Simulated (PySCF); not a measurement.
**CuCl4, quartet: computed properties**

Computed with PySCF, UPBE, basis Cu def2-SVP, Cl def2-SVP (no relativity, density fitting).

The structure is a minimum.

```xyz
5
charge 0 multiplicity 4, angstrom
Cu    0.0000    0.0000    0.0000
Cl    1.2677    1.2677    1.2677
Cl    1.2677   -1.2677   -1.2677
Cl   -1.2677   -1.2677    1.2677
Cl   -1.2677    1.2677   -1.2677
```

```json
{
 "Point group": "Td",
 "Bond lengths": "Cu–Cl 2.196 Å (×4)",
 "Bond angles": "Cl–Cu–Cl 109.5° (×6)",
 "Lowest empty level (β)": "-7.26 eV",
 "Highest occupied level (β)": "-7.75 eV",
 "Rotational symmetry number": "12",
 "Atomisation energy without zero-point energy": "934 kJ/mol",
 "Dipole moment": "0.00 D",
 "Principal quadrupole moments (Buckingham, traceless) about the centre of mass": "0.00, 0.00, 0.00 D Å",
 "Zero-point energy": "9.7 kJ/mol",
 "Rotational constants": "0.03749, 0.03749, 0.03749 cm⁻¹",
 "Entropy at 298.15 K and 1 bar (electronic part: spin only)": "400.4 J/(mol K)",
 "Heat capacity Cp at 298.15 K": "101.8 J/(mol K)",
 "Spin squared ⟨S²⟩": "3.752",
 "Enthalpy at 298.15 K above 0 K": "24.52 kJ/mol",
 "Principal polarisabilities": "97.4, 97.4, 97.4 bohr³"
}
```

Harmonic modes (masses in u: Cu 62.930, Cl 34.969):
| symmetry | ω (cm⁻¹) | IR (km/mol, summed over degenerate members) | μ (u) |
| --- | --- | --- | --- |
| e | 63 | 0.0 | 34.97 |
| t2 | 72 | 1.2 | 40.43 |
| a1 | 286 | 0.0 | 34.97 |
| t2 | 333 | 15.5 | 42.20 |

In Td the vibrations span e + 2t2 + a1. The a1, e modes carry no infrared intensity, as symmetry demands.

Charges (e):
```tsv
atom	Mulliken	Löwdin	polar tensor	spin (Mulliken)	Mayer order to Cu1
Cu1	0.24	-0.14	0.45	0.64	–
Cl2,3,4,5	-0.06	0.03	-0.11	0.59	0.87
```

Mulliken populations on Cu1: s 6.60, p 12.83, d 9.33, f 0.00.

Formally Cu is in oxidation state +4, d7, with 3 unpaired electrons (the high-spin count). The Mulliken spin on Cu is 0.64, so most of the spin sits on the ligands and the formal count fails. The polar-tensor charge on Cu, 0.45, is far below the formal one.

This need not be the most stable arrangement of these atoms. Open d and f shells are described by one determinant, and the ground state may have another occupation or spin. At this level a doublet minimum of D4h symmetry lies 72 kJ/mol below this structure.

The final relaxation and frequency run took 51 s on 4 threads of a shared Arm Neoverse N1 host, with 103 basis functions and 6 gradients; the process peaked at 1.3 GiB. Launch command: `OMP_NUM_THREADS=4 python axn.py task.json out`.
